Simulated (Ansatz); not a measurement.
Geometry optimisation, RKS PBE0-D4/def2-SVP (Ansatz).

Input:

```yaml
crystal:
  periodic: [false, false, false]
  atoms:
    - { symbol: C, position_ang: [-0.1623, 0.9059, 0.1378] }
    - { symbol: B, position_ang: [-0.148, -0.597, -0.2347] }
    - { symbol: O, position_ang: [0.3195, -1.5498, 0.7371] }
    - { symbol: Cl, position_ang: [-0.6341, -1.1781, -1.89] }
    - { symbol: H, position_ang: [-0.6137, 1.5169, -0.751] }
    - { symbol: H, position_ang: [0.8085, 1.3343, 0.3623] }
    - { symbol: H, position_ang: [-1.17457, -0.05257, -0.09812] }
    - { symbol: H, position_ang: [1.3648, -1.5881, 0.5722] }
basis:
  gaussian: { orbitals: def2-SVP }
hamiltonian:
  xc: pbe0
  dispersion: d4
relax:
  f_tol: 0.02
  max_steps: 50
```

Run as:

```bash
$ ansatz run input.yaml --threads 1 --pin off --max-ram 2048MiB --backend cpu --events-out ev --progress --plain --runs-dir out
```

Question: Where does it end, and by what steps?

Answer: The run converged. After 14 steps the energy has fallen by 5.168 eV; H7 moved furthest, 0.97 Å. Parted: B2–H7. Joined: C1–H7.

| step | energy less start (eV) | largest force component (eV/Å) | accepted |
| --- | --- | --- | --- |
| 0 | 0.0000 | 6.183 | yes |
| 1 | -2.0760 | 2.892 | yes |
| 2 | -3.3314 | 2.255 | yes |
| 3 | -4.0604 | 1.923 | yes |
| 4 | -4.4609 | 0.566 | yes |
| 5 | -4.6574 | 0.617 | yes |
| 6 | -4.8284 | 1.061 | yes |
| 7 | -4.7800 | 3.122 | no |
| 8 | -4.9435 | 0.847 | yes |
| 9 | -5.0494 | 0.805 | yes |
| 10 | -5.1509 | 0.299 | yes |
| 11 | -5.1651 | 0.211 | yes |
| 12 | -5.1674 | 0.086 | yes |
| 13 | -5.1679 | 0.062 | yes |
| 14 | -5.1680 | 0.019 | yes |

```xyz
8
Properties=species:S:1:pos:R:3
C -0.280 0.694 -0.020
B -0.038 -0.789 -0.474
O 0.825 -1.647 0.105
Cl -0.950 -1.438 -1.850
H -0.127 1.380 -0.869
H 0.365 1.020 0.811
H -1.331 0.823 0.288
H 1.296 -1.252 0.846
```

Time of the run: 58 s on 1 thread of Intel(R) Xeon(R) Platinum 8375C CPU @ 2.90GHz (Ice Lake), with other jobs on the host, peak memory 0.17 GiB.
